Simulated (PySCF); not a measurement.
## Atomic charges by several schemes

Compound: C₄H₁₁F₂NSi.
Structure used (GFN2-xTB), in Å, numbered top down from 1:
```xyz
19
C4H11F2NSi angstrom
C      2.9848   -0.1276   -0.8422
Si     1.6886   -0.2683    0.5271
N      0.1611   -0.0869   -0.2509
C     -1.0897   -0.2033    0.4487
C     -1.5515    1.0993    1.1044
C     -2.1512   -0.7039   -0.5395
F     -2.4728    0.2593   -1.4392
F     -3.3035   -1.0256    0.0963
H      3.9749   -0.3031   -0.4363
H      2.8175   -0.8578   -1.6274
H      2.9898    0.8569   -1.2999
H      1.9744    0.7232    1.5812
H      1.6514   -1.6037    1.1327
H      0.0915    0.5692   -1.0159
H     -0.9766   -0.9804    1.2109
H     -2.5027    0.9504    1.6094
H     -1.6732    1.8734    0.3493
H     -0.8091    1.4237    1.8279
H     -1.8136   -1.5854   -1.1043
```

Density: PBE0/pcSseg-1 (PySCF); schemes: Mulliken, IAO, Hirshfeld and ESP-fitted. Isolated species at its GFN2-xTB geometry (one conformer only).

Problem. Do the Mulliken, IAO, Hirshfeld and ESP-fitted schemes agree on where the charge is highest?

Solution. All schemes agree: Mulliken Si2 (+0.757); IAO Si2 (+0.902); Hirshfeld Si2 (+0.375); ESP-fitted Si2 (+0.865).

Problem. At which atom do the 4 schemes differ most?

Solution. At N3: from -0.896 (ESP-fitted) to -0.242 e (Hirshfeld), 0.654 e apart.

Problem. Tabulate the Mulliken, IAO, Hirshfeld and ESP-fitted charges.

Solution. In e:

```csv
atom,environment,Mulliken,IAO,Hirshfeld,ESP-fitted
C1,Si-methyl carbon,-0.639,-0.725,-0.213,-0.715
Si2,SiH2 silicon,+0.757,+0.902,+0.375,+0.865
N3,silicon-bound nitrogen,-0.658,-0.683,-0.242,-0.896
C4,sp3 carbon bound to nitrogen,-0.165,-0.024,+0.005,+0.243
C5,methyl carbon,-0.211,-0.439,-0.133,-0.511
C6,CHF2 carbon,+0.561,+0.439,+0.144,+0.247
F7,fluorine of a CF2 group,-0.310,-0.309,-0.100,-0.194
F8,fluorine of a CF2 group,-0.305,-0.309,-0.105,-0.210
H9,methyl hydrogen,+0.139,+0.159,+0.044,+0.164
H10,methyl hydrogen,+0.141,+0.160,+0.045,+0.174
H11,methyl hydrogen,+0.137,+0.155,+0.044,+0.178
H12,Si–H hydrogen,-0.120,-0.169,-0.095,-0.193
H13,Si–H hydrogen,-0.112,-0.146,-0.087,-0.173
H14,N–H hydrogen,+0.195,+0.254,+0.108,+0.393
H15,methine hydrogen,+0.132,+0.147,+0.047,+0.085
H16,methyl hydrogen,+0.123,+0.150,+0.040,+0.148
H17,methyl hydrogen,+0.113,+0.146,+0.035,+0.157
H18,methyl hydrogen,+0.125,+0.147,+0.042,+0.145
H19,methine hydrogen,+0.095,+0.144,+0.044,+0.093
```

Mean size of the charges over all atoms: ESP-fitted 0.304 e, IAO 0.295 e, Mulliken 0.265 e, Hirshfeld 0.103 e. Each set sums to the total charge, 0, to within 0.001 e. The IAO scheme projects the occupied orbitals on a minimal set of polarised atomic orbitals and counts the electrons in each atom's part of it.

Problem. Sum the charges by element, for elements with more than one atom.

Solution. 
```
element  atoms  Mulliken     IAO  Hirshfeld  ESP-fitted
      C      4    -0.453  -0.748     -0.196      -0.735
      F      2    -0.614  -0.618     -0.205      -0.404
      H     11    +0.969  +1.147     +0.268      +1.170
```

Problem. How many electrons does the IAO scheme count on C6?

Solution. Z − q = 6 − (+0.439) = 5.561.
